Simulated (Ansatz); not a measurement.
Ansatz results at the PBE0-D4/def2-TZVP geometry: HOMO energy (PBE/def2-TZVPP) -6.74 eV; HOMO–LUMO gap (B3LYP/def2-TZVPP) 7.26 eV; HOMO energy (B3LYP/def2-TZVPP) -7.92 eV.

Each molecule was computed in one conformer, which needn't be the lowest.

(1) Which molecule gave them?
A. `O/C=N/[SiH2]Cl`
B. `OCBBCl`
C. `C=C(CCl)[SiH2]F`
D. `[OH][GeH]1[CH2][SiH2]1`

Answers

(1) A. The others give `C=C(CCl)[SiH2]F`: -6.98, 6.78, -7.92; `OCBBCl`: -6.16, 5.71, -7.32; `[OH][GeH]1[CH2][SiH2]1`: -5.55, 5.59, -6.38.

B3LYP here is the variant with VWN-RPA as its local correlation; programs differ in this.
